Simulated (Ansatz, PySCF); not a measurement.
ClH2Si, SMILES Cl[SiH2] (connectivity only; charge and spin as stated), charge +1, multiplicity 1.

Geometry optimised at B3LYP-D3(BJ)/def2-TZVP. The multiplicity is an assumed one; other spin states were not compared. The isomer is the one that the SMILES or the coordinates give; other isomers of the formula were not compared.

Two levels are set side by side: PBE/def2-TZVPD (Ansatz, a program for electronic structure) and EOM-CCSD/aug-cc-pVDZ (PySCF). PBE by ΔSCF, the other level by its IP root; same geometry, the bases differ. Differences are taken from unrounded values.

```
quantity                         EOM-CCSD    PBE  PBE minus EOM-CCSD
-------------------------------  --------  -----  ------------------
vertical ionisation energy (eV)     18.55  18.35               -0.19
```

Here PBE gives about what the other level gives.
